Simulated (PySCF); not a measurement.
# Correlation energy of Ge⁺ (germanium, charge +1)

[Ar] 3d10 4s2 4p1, 2P determinant. Computed with PySCF 2.14 in jorge-DZP-DKH, with scalar relativity by spin-free X2C-1e. Frozen: [Ar] 3d10; 3 electrons correlated.

MP2 pair energies summed by pair of shells (mhartree):

| pair | energy | share (%) |
| --- | --- | --- |
| 4s-4s | -17.71 | 74.5 |
| 4s-4p | -6.08 | 25.5 |

Total MP2 correlation energy: -23.78 mhartree.

Same-spin part -1.05 and opposite-spin part -22.73 mhartree; SCS-MP2 scales them by 1/3 and 6/5 to -27.63 mhartree.

```tsv
level	correlation energy (mhartree)
CCSD	-34.41
(T)	-0.15
CCSD(T)	-34.56
```

Diagnostics: T1 = 0.0048, D1 = 0.0092, largest double amplitude 0.101.

Cost of the coupled-cluster step: 0.25 s of wall time on 1 thread of Neoverse-V2 (shared host), for 3 correlated electrons.

Iterations:

```
CC2 = 0
CCSD nocc = (np.int64(2), np.int64(1)), nmo = (29, 29)
frozen orbitals [[0, 1, 2, 3, 4, 5, 6, 7, 8, 9, 10, 11, 12, 13], [0, 1, 2, 3, 4, 5, 6, 7, 8, 9, 10, 11, 12, 13]]
max_cycle = 100
direct = 0
conv_tol = 1e-08
conv_tol_normt = 1e-06
diis_space = 8
diis_start_cycle = 0
Init t2, MP2 energy = -0.0237817794873149
Init E_corr(UCCSD) = -0.0237817794914551
cycle = 1  E_corr(UCCSD) = -0.0305632332705759  dE = -0.00678145378  norm(t1,t2) = 0.0410505
cycle = 2  E_corr(UCCSD) = -0.032908814360144  dE = -0.00234558109  norm(t1,t2) = 0.016489
cycle = 3  E_corr(UCCSD) = -0.0344255134971317  dE = -0.00151669914  norm(t1,t2) = 0.00685113
cycle = 4  E_corr(UCCSD) = -0.0344069744819076  dE = 1.85390152e-05  norm(t1,t2) = 0.00031045
cycle = 5  E_corr(UCCSD) = -0.0344098220557931  dE = -2.84757389e-06  norm(t1,t2) = 3.16207e-05
cycle = 6  E_corr(UCCSD) = -0.0344087391751455  dE = 1.08288065e-06  norm(t1,t2) = 6.48952e-06
cycle = 7  E_corr(UCCSD) = -0.0344090875931372  dE = -3.48417992e-07  norm(t1,t2) = 1.73993e-06
cycle = 8  E_corr(UCCSD) = -0.0344090114644164  dE = 7.61287208e-08  norm(t1,t2) = 3.55697e-07
cycle = 9  E_corr(UCCSD) = -0.034409017481664  dE = -6.01724753e-09  norm(t1,t2) = 5.33606e-08
UCCSD converged
E(UCCSD) = -2096.69742392118  E_corr = -0.03440901748166397
UCCSD(T) correction = -0.000154817600725904
```
